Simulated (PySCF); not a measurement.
AlH3, SMILES [AlH3]. Geometry: ωB97X-D3(BJ)/def2-TZVPD. The isomer is the one that the SMILES or the coordinates give; other isomers of the formula were not compared.

TDA-ωB97X/def2-TZVPD run with PySCF puts the lowest singlet excitations at 5.52, 5.52, 8.34, 8.53, 8.53, 8.90 eV and the lowest triplet (TDA) at 5.16 eV.

Task: What are the lowest singlet roots from EOM-CCSD/aug-cc-pVDZ run with PySCF? (The exact figures need the calculation; the answer reports its results.)

Result: 5.53, 5.53, 8.40, 8.44, 8.44, 8.81 eV; triplets 5.15, 5.15, 7.56 eV. S1 differs by 0.01 eV (second minus first; roots are paired by order, and the bases may differ).
